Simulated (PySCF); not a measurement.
# Magnetic susceptibility: `InChI=1S/C7H9NO/c1-2-8-6-3-4-7(9)5-6/h2H,1,3-5H2/b8-6+`

Geometry (Å), atoms numbered from 1 in this order:
```xyz
18

C     2.919   -0.145    0.501
C     2.341   -0.525   -0.634
N     1.229    0.041   -1.206
C     0.098    0.192   -0.679
C    -0.402   -0.302    0.660
C    -1.913   -0.429    0.491
C    -2.288    0.487   -0.657
O    -3.402    0.834   -0.939
C    -1.025    0.878   -1.394
H     2.491    0.622    1.124
H     3.866   -0.552    0.807
H     2.809   -1.256   -1.284
H    -0.165    0.449    1.416
H     0.090   -1.231    0.950
H    -2.481   -0.179    1.387
H    -2.193   -1.444    0.198
H    -0.904    1.964   -1.363
H    -1.079    0.604   -2.448
```

Method: GIAO HF/pcSseg-1 magnetisability, rotational g tensor and spin-rotation constants, non-relativistic, gas phase in PySCF 2.14.0. Geometry: GFN2-xTB.

(1) How diamagnetic is it, and how anisotropic?

(2) Split it along the inertial axes a, b, c into diamagnetic and paramagnetic parts about the centre of mass, with the quadrupole moment.

(3) And the rotational g tensor?

Results:

(1) Isotropic -1128 × 10⁻³⁰ J/T², or -67.9 × 10⁻⁶ cm³/mol; principal values -1347, -1121, -915 × 10⁻³⁰ J/T², anisotropy 375 × 10⁻³⁰ J/T² (root of half the summed squared differences of the principal values). The susceptibility is in cgs units.

(2) 
| axis | χ (10⁻⁶ cm³/mol) | diamagnetic (10⁻⁶ cm³/mol) | paramagnetic (10⁻⁶ cm³/mol) | summed x² of all electrons (Å²) | quadrupole Θ (D Å) |
| --- | --- | --- | --- | --- | --- |
| a | -56.3 | -371.7 | 315.4 | 307.7 | -16.28 |
| b | -67.5 | -1403.1 | 1335.6 | 64.6 | +5.56 |
| c | -79.9 | -1579.5 | 1499.5 | 23.0 | +10.72 |

Anisotropies 2χaa − χbb − χcc = +34.7 and 2χbb − χaa − χcc = +1.3 × 10⁻⁶ cm³/mol. Θ is traceless in Buckingham's convention.

(3) 
| axis | rotational constant (GHz) | g | nuclear part | electronic part |
| --- | --- | --- | --- | --- |
| a | 4.8933 | -0.0856 | 0.6395 | -0.7251 |
| b | 0.9067 | -0.0166 | 0.5524 | -0.5690 |
| c | 0.8039 | -0.0112 | 0.5552 | -0.5663 |

Asymmetric top; isotopes 12C, 1H, 14N, 16O; no vibrational averaging.
